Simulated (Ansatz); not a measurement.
Pulling on the C1–N2 bond in CH3N (SMILES C=N) (multiplicity 1 held, fragments rigid). Energies count from the point at 1.263 Å.
Geometry at that point (charge 0, multiplicity 1):
```xyz
5

C     -0.5574     0.1786     0.0105
N      0.6030    -0.3199    -0.0120
H     -1.4180    -0.4908     0.0213
H     -0.7786     1.2508     0.0202
H      1.3198     0.4081    -0.0201
```

Signs of static correlation in cc-pVDZ, from Ansatz (a first-principles code) runs.

```csv
R (Å),T1 of restricted CCSD,⟨S²⟩ of UHF,largest double amplitude of restricted CCSD
1.011,0.008,0.000,0.076
1.137,0.009,0.000,0.104
1.263,0.012,0.000,0.135
1.389,0.014,0.421,0.169
1.516,0.019,0.677,(withheld)
1.705,(withheld),0.922,0.263
1.895,0.111,1.282,0.329
2.211,0.108,1.772,0.156
2.526,0.055,1.938,0.202
2.905,0.021,2.000,0.264
3.411,0.008,2.020,0.310
4.042,0.007,2.025,0.340
```

Question: Fill in the missing entries.

Answer: 
- 1.516, largest double amplitude of restricted CCSD: 0.205
- 1.705, T1 of restricted CCSD: 0.034

Doubts at one or more of the structures used: a restricted determinant that unrestricted orbitals would lower (R-CCSD(T)/cc-pVDZ); other coupled-cluster roots lie near (R-CCSD(T)/cc-pVDZ); T1 above 0.05 (R-CCSD(T)/cc-pVDZ, U-CCSD(T)/cc-pVDZ); a spin-contaminated determinant (U-CCSD(T)/cc-pVDZ); the program's own flag: large difference (U-CCSD(T)/cc-pVDZ).
